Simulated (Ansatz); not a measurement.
Gas-phase electronic energies from Ansatz, PBE0-D4/def2-TZVP geometries. CBS: MP2 limit from def2 TZ/QZ plus the TZ coupled-cluster correction, frozen cores. Each species was taken in one conformer, which may not be the lowest.

Consider the cleavage of the B–Si bond: `B[SiH](Cl)BN` + `CBN` → `CBNBN` + `B[SiH2]Cl`.

`B[SiH](Cl)BN`:

```xyz
11

B     0.620    1.359   -1.695
Si   -0.028    0.954    0.147
Cl    1.502    1.081    1.570
B    -0.794   -0.912    0.267
N    -0.194   -1.804    1.133
H     1.776    1.453   -1.980
H    -0.188    1.465   -2.572
H    -1.045    1.972    0.543
H    -1.735   -1.264   -0.385
H    -0.509   -2.752    1.265
H     0.595   -1.551    1.708
```

`CBN`:

Z-matrix (Å, degrees):
```
C
B 1 1.568
H 1 1.095 2 110.4
H 1 1.096 2 110.3 3 116.2
H 1 1.094 2 114.3 3 -121.9
N 2 1.392 1 122.0 3 122.1
H 2 1.202 1 121.0 3 -57.9
H 6 1.005 2 123.2 1 180.0
H 6 1.007 2 123.1 1 -0.0
```

`CBNBN`:

Z-matrix (Å, degrees):
```
C
B 1 1.566
H 1 1.096 2 110.3
H 1 1.096 2 110.2 3 -115.8
H 1 1.094 2 114.4 3 122.2
N 2 1.407 1 122.7 3 -122.9
H 2 1.205 1 119.4 3 57.2
B 6 1.446 2 129.0 1 -179.9
H 6 1.010 2 116.3 1 0.0
N 8 1.394 6 122.4 2 -0.2
H 8 1.199 6 118.8 2 179.8
H 10 1.003 8 122.1 6 -179.9
H 10 1.006 8 123.4 6 -0.1
```

`B[SiH2]Cl`:

Cartesian coordinates in Å:
```
B 0.138 0.541 -1.101
Si -0.158 -0.277 0.703
Cl 1.122 -1.841 1.124
H -0.571 1.447 -1.431
H 0.983 0.177 -1.861
H 0.033 0.752 1.760
H -1.547 -0.799 0.806
```

| species | CCSD(T)/CBS(def2) energy (Eh) |
| --- | --- |
| `B[SiH](Cl)BN` | -856.81167 |
| `CBN` | -121.21267 |
| `CBNBN` | -201.99362 |
| `B[SiH2]Cl` | -776.05948 |

Question: Work out ΔE.

Answer: ΔE = (-201.99362) + (-776.05948) − (-856.81167) − (-121.21267) = -0.02876 Eh = -0.78 eV.

Largest T1 diagnostic among the species: 0.013.

In def2-TZVPP, CCSD(T) changes the Hartree–Fock value by +0.25 eV (the triples alone add +0.04 eV) and MP2 by +0.21 eV. Leaving LDA and LC-ωPBE aside and taking each functional with its dispersion term where it has one, the values, not all of them listed here, spread over 0.25 eV, from BHLYP-D4 to PBE-D4. LDA lies −0.04 eV from PBE without D4. From PBE to PBE0 (25 % exact exchange), in def2-TZVPP and without D4, ΔE moves by −0.08 eV.
